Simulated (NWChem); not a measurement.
System: CH5BO; SMILES O(C)B

```xyz
8

B      0.2092    -1.2960     0.0000
H     -0.4339    -2.3044     0.0000
H      1.4121    -1.2907     0.0000
O     -0.4807    -0.1419     0.0000
C      0.1523     1.1335     0.0000
H      1.2444     1.0400     0.0000
H     -0.1687     1.6845    -0.8897
H     -0.1687     1.6845     0.8897
```
Atoms are numbered in this order, from 1.

Results from NWChem. Structure relaxed at the B3LYP/6-31G* (spherical d) level.

Question: Taking TPSS/pcseg-2 as the yardstick, which of these has the fewest basis functions while keeping “dipole (D)” within 0.1 D of it: TPSS/def2-SVP; TPSS/STO-3G; TPSS/aug-pcseg-1; TPSS/pcseg-1?

Answer: TPSS/aug-pcseg-1.
| level | basis functions | dipole (D) |
|---|---|---|
| TPSS/STO-3G | 20 | 1.99 |
| TPSS/pcseg-1 | 67 | 1.91 |
| TPSS/def2-SVP | 67 | 1.90 |
| TPSS/aug-pcseg-1 | 114 | 1.71 |
| TPSS/pcseg-2 | 160 | 1.73 |

The yardstick is one finite set, not the basis-set limit.
